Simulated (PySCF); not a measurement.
# Basis and Hamiltonian dependence of the excitation energy of Ag²⁺

Ag²⁺ [Kr] 4d9 (2D) → Ag²⁺ [Kr] 4d8 5s1 (4F). All values are computed (PySCF 2.14, energy differences of UHF-based or UKS calculations, no spin-orbit coupling). Values in eV.

| basis | Hamiltonian | functions | UHF | PBE | PBE0 | MP2 (valence) | CCSD(T) (valence) | CCSD(T) (valence and next inner shell) |
| --- | --- | --- | --- | --- | --- | --- | --- | --- |
| aug-cc-pVDZ-PP with ECP28MDF | ECP | 54 | 7.407 | 7.462 | 7.667 | 8.125 | 8.010 | n/a |
| def2-TZVPPD with the def2 core potential (28 electrons) | ECP | 56 | 7.527 | 7.733 | 7.913 | 8.430 | 8.302 | 8.013 |
| ANO-RCC-VTZP | spin-free X2C | 68 | 7.629 | 8.006 | 8.133 | 8.342 | 8.229 | 8.053 |
| aug-cc-pwCVDZ-PP with ECP28MDF | ECP | 70 | 7.256 | 7.391 | 7.579 | 8.066 | 7.927 | 7.552 |
| x2c-TZVPPall | spin-free X2C | 79 | 7.387 | 7.842 | 7.954 | 8.281 | 8.150 | 7.928 |
| def2-QZVPPD with the def2 core potential (28 electrons) | ECP | 88 | 7.301 | 7.404 | 7.599 | 8.194 | 8.053 | n/a |
| aug-cc-pVTZ-PP with ECP28MDF | ECP | 88 | 7.236 | 7.331 | 7.527 | 8.085 | 7.949 | n/a |
| x2c-TZVPPall with one added diffuse shell each of s, p, d, f type | spin-free X2C | 95 | 7.379 | 7.819 | 7.934 | 8.258 | 8.123 | 7.901 |
| aug-cc-pVTZ-PP with one added diffuse shell each of s, p, d, f, g type with ECP28MDF | ECP | 113 | 7.235 | 7.329 | 7.525 | 8.082 | n/a | n/a |
| x2c-QZVPPall | spin-free X2C | 118 | 7.308 | 7.670 | 7.798 | 8.158 | n/a | n/a |
| aug-cc-pwCVTZ-PP with ECP28MDF | ECP | 122 | 7.225 | 7.317 | 7.514 | 8.114 | n/a | n/a |
| x2c-QZVPPall with one added diffuse shell each of s, p, d, f, g type | spin-free X2C | 143 | 7.308 | 7.670 | 7.798 | 8.158 | n/a | n/a |

Frozen in the all-electron rows: valence: [Kr]; valence and next inner shell: [Ar] 3d10; with a core potential, the same shells as far as they lie outside it.

At UHF, ANO-RCC-VTZP lies more than 0.3 eV from the median of the rows with comparable relativity. Of these, ANO-RCC-VTZP has no diffuse functions of the l that the added or promoted electron needs.
